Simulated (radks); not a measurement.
Effect of the nuclear size on the sulfur ion S3+, [Ne] 3s2 3p1. All-electron calculation, Dirac Kohn-Sham, BLYP, spin-unpolarised, spherical densities, finite nucleus; open shells fill j = l - 1/2 first; Fermi nuclear charge, rms radius 3.2611 fm. Program: a radial shooting solver on a logarithmic mesh with Libxc functionals. The rms radius is varied about that value; shifts are against it.

| rms radius (fm) | total energy shift (eV) | density at nucleus (e/bohr^3) | 1s1/2 shift (meV) | 2s1/2 shift (meV) |
|---|---|---|---|---|
| 2.635 | -0.00355 | 2966 | -1.48 | -0.103 |
| 2.9872 | -0.00164 | 2960 | -0.686 | -0.048 |
| 3.2611 | 0 | 2955 | 0.000 | 0.000 |
| 3.4698 | 0.00135 | 2952 | 0.562 | 0.039 |
| 4.0503 | 0.00552 | 2944 | 2.31 | 0.160 |

Slopes of the eigenvalues against <r^2> in GHz/fm^2, as finite differences over the two radii next to the reference (eigenvalue slopes, not the field-shift constants of lines): 1s1/2 96.9, 2s1/2 6.73.
